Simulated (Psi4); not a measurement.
Psi4 input (wB97X-D/6-31G*):

```
memory 1500 MB

molecule {
0 1
F    -0.00000000   -0.00000000   -2.39460900
Be   -0.00000000   -0.00000000   -1.02112800
Be    0.00000000    0.00000000    1.02112800
F     0.00000000    0.00000000    2.39460900
symmetry c1
no_reorient
no_com
}

set {
  basis 6-31G*
  reference rks
  scf_type pk
  dft_radial_points 99
  dft_spherical_points 590
  e_convergence 1e-8
  d_convergence 1e-7
  maxiter 150
}

e = energy('wb97x-d')
print_out(f'\nFINAL {e:.10f} DIPOLE {variable("CURRENT DIPOLE")[0]:.6f} {variable("CURRENT DIPOLE")[1]:.6f} {variable("CURRENT DIPOLE")[2]:.6f}\n')
```

Output:

```
   => Loading Basis Set <=

    Name: 6-31G*
    Role: ORBITAL
    Keyword: BASIS
    atoms 1, 4 entry F          line   162 file 6-31gs.gbs
    atoms 2-3  entry BE         line    77 file 6-31gs.gbs

   => WB97X-D: Empirical Dispersion <=

    Chai and Head-Gordon Dispersion Correction
    Chai, J.-D.; Head-Gordon, M. (2010), J. Chem. Phys., 132: 6615-6620

        s6 =       1.000000

         ---------------------------------------------------------
                                   SCF
               by Justin Turney, Rob Parrish, Andy Simmonett
                          and Daniel G. A. Smith
                              RKS Reference
         ---------------------------------------------------------

  ==> Geometry <==

    Molecular point group: c1
    Full point group: D_inf_h

    Geometry (in Angstrom), charge = 0, multiplicity = 1:

       Center              X                  Y                   Z               Mass
    ------------   -----------------  -----------------  -----------------  -----------------
         F            0.000000000000     0.000000000000    -2.394609000000    18.998403162730
         BE           0.000000000000     0.000000000000    -1.021128000000     9.012183065000
         BE           0.000000000000     0.000000000000     1.021128000000     9.012183065000
         F            0.000000000000     0.000000000000     2.394609000000    18.998403162730

  Running in c1 symmetry.

  Rotational constants: A = ************  B =      0.07123  C =      0.07123 [cm^-1]
  Rotational constants: A = ************  B =   2135.34240  C =   2135.34240 [MHz]
  Nuclear repulsion =   51.990559298071062

  Charge       = 0
  Multiplicity = 1
  Electrons    = 26
  Nalpha       = 13
  Nbeta        = 13

  ==> Algorithm <==

  SCF Algorithm Type is PK.
  DIIS enabled.
  MOM disabled.
  Fractional occupation disabled.
  Guess Type is SAD.
  Energy threshold   = 1.00e-08
  Density threshold  = 1.00e-07
  Integral threshold = 1.00e-12

  ==> Primary Basis <==

  Basis Set: 6-31G*
    Blend: 6-31G*
    Number of shells: 24
    Number of basis functions: 60
    Number of Cartesian functions: 60
    Spherical Harmonics?: false
    Max angular momentum: 2

  ==> DFT Potential <==

   => LibXC <=

    Version 7.1.2
    S. Lehtola, C. Steigemann, M. J. T. Oliveira, and M. A. L. Marques,  SoftwareX 7, 1–5 (2018) (10.1016/j.softx.2017.11.002)

   => Composite Functional: WB97X-D <=

    wB97X-D Hyb-GGA Exchange-Correlation Functional

    J.-D. Chai and M. Head-Gordon,  Phys. Chem. Chem. Phys. 10, 6615–6620 (2008) (10.1039/B810189B)

    Deriv               =              1
    GGA                 =           TRUE
    Meta                =          FALSE

    Exchange Hybrid     =           TRUE
    MP2 Hybrid          =          FALSE

   => Exchange-Correlation Functionals <=

    1.0000   wB97X-D range-separated functional

   => Exact (HF) Exchange <=

    0.7780            HF,LR [omega = 0.2000]
    0.2220               HF

   => LibXC Density Thresholds  <==

    XC_HYB_GGA_XC_WB97X_D:  1.00E-14

   => Molecular Quadrature <=

    Radial Scheme          =       TREUTLER
    Pruning Scheme         =           NONE
    Nuclear Scheme         =       TREUTLER

    Blocking Scheme        =         OCTREE
    BS radius alpha        =              1
    Pruning alpha          =              1
    Radial Points          =             99
    Spherical Points       =            590
    Total Points           =         221942
    Total Blocks           =           1718
    Max Points             =            256
    Max Functions          =             57
    Weights Tolerance      =       1.00E-15

  ==> Integral Setup <==

  Using in-core PK algorithm.
   Calculation information:
      Number of atoms:                   4
      Number of AO shells:              24
      Number of primitives:             60
      Number of atomic orbitals:        60
      Number of basis functions:        60

      Integral cutoff                 1.00e-12
      Number of threads:                 1

  Performing in-core PK
  Using 5026095 doubles for integral storage.
  We computed 37270 shell quartets total.
  Whereas there are 45150 unique shell quartets.

  Computing range-separated integrals for PK
  We computed 37270 wK shell quartets total.
  Whereas there are 45150 wK unique shell quartets.

  ==> DiskJK: Disk-Based J/K Matrices <==

    J tasked:                  Yes
    K tasked:                  Yes
    wK tasked:                 Yes
    Omega:               2.000E-01
    Schwarz Cutoff:          1E-12


  Cached 100.0% of DFT collocation blocks in 0.295 [GiB].

  Minimum eigenvalue in the overlap matrix is 3.0062314210E-03.
  Reciprocal condition number of the overlap matrix is 5.3140738541E-04.
    Using symmetric orthogonalization.

  ==> Pre-Iterations <==

  SCF Guess: Superposition of Atomic Densities via on-the-fly atomic UHF (no occupation information).

   -------------------------
    Irrep   Nso     Nmo
   -------------------------
     A         60      60
   -------------------------
    Total      60      60
   -------------------------

  ==> Iterations <==

                        Total Energy        Delta E     RMS |[F,P]|

   @RKS iter SAD:  -228.10190624775424   -2.28102e+02   0.00000e+00
   @RKS iter   1:  -229.14879157185845   -1.04689e+00   1.02121e-02 ADIIS/DIIS
   @RKS iter   2:  -229.07288483569482    7.59067e-02   1.36418e-02 ADIIS/DIIS
   @RKS iter   3:  -229.27354006136900   -2.00655e-01   2.82607e-04 ADIIS/DIIS
   @RKS iter   4:  -229.27362712967454   -8.70683e-05   9.78287e-05 DIIS
   @RKS iter   5:  -229.27363759942392   -1.04697e-05   1.07457e-05 DIIS
   @RKS iter   6:  -229.27363779114242   -1.91718e-07   1.22427e-06 DIIS
   @RKS iter   7:  -229.27363779777568   -6.63326e-09   2.52732e-07 DIIS
   @RKS iter   8:  -229.27363779801775   -2.42068e-10   2.93910e-08 DIIS
  Energy and wave function converged.

  ==> Post-Iterations <==

   Electrons on quadrature grid:
      Ntotal   =   26.0000001221 ; deviation = 1.221e-07

    Orbital Energies [Eh]
    ---------------------

    Doubly Occupied:

       1A    -24.800543     2A    -24.800539     3A     -4.142608
       4A     -4.142251     5A     -1.252834     6A     -1.252639
       7A     -0.546408     8A     -0.546315     9A     -0.498300
      10A     -0.498300    11A     -0.497382    12A     -0.497382
      13A     -0.365058

    Virtual:

      14A      0.028082    15A      0.028082    16A      0.109431
      17A      0.177595    18A      0.177595    19A      0.191255
      20A      0.315984    21A      0.363534    22A      0.367002
      23A      0.367002    24A      0.424114    25A      0.424114
      26A      0.616831    27A      0.657582    28A      0.791366
      29A      0.889686    30A      0.889686    31A      0.894272
      32A      0.894272    33A      1.003055    34A      1.003056
      35A      1.277053    36A      1.277053    37A      1.339916
      38A      1.381878    39A      1.381878    40A      1.445724
      41A      1.452085    42A      1.452085    43A      1.547017
      44A      1.797515    45A      1.810825    46A      1.973050
      47A      1.973051    48A      1.983605    49A      1.983607
      50A      2.022414    51A      2.277475    52A      2.277475
      53A      2.481279    54A      2.481279    55A      2.623625
      56A      3.049684    57A      3.414114    58A      3.754497
      59A      4.705935    60A      5.156362

    Final Occupation by Irrep:
              A
    DOCC [    13 ]
    NA   [    13 ]
    NB   [    13 ]

  @RKS Final Energy:  -229.27363779801775

   => Energetics <=

    Nuclear Repulsion Energy =             51.9905592980710622
    One-Electron Energy =                -421.9789560234261216
    Two-Electron Energy =                 159.5116451842932861
    DFT Exchange-Correlation Energy =     -18.7964359204629723
    Empirical Dispersion Energy =          -0.0004503364929880
    VV10 Nonlocal Energy =                  0.0000000000000000
    Total Energy =                       -229.2736377980177451

Computation Completed

Properties will be evaluated at   0.000000,   0.000000,   0.000000 [a0]

Properties computed using the SCF density matrix

 Multipole Moments:

 ------------------------------------------------------------------------------------
     Multipole            Electronic (a.u.)      Nuclear  (a.u.)        Total (a.u.)
 ------------------------------------------------------------------------------------

 L = 1.  Multiply by 2.5417464519 to convert [e a0] to [Debye]
 Dipole X            :         -0.0000000            0.0000000           -0.0000000
 Dipole Y            :          0.0000000            0.0000000            0.0000000
 Dipole Z            :         -0.0000000            0.0000000           -0.0000000
 Magnitude           :                                                    0.0000000

 ------------------------------------------------------------------------------------

FINAL -229.2736377980 DIPOLE -0.000000 0.000000 -0.000000

*** Psi4 exiting successfully. Buy a developer a beer!
```

The geometry given is a B3LYP-D3(BJ)/def2-TZVP minimum.
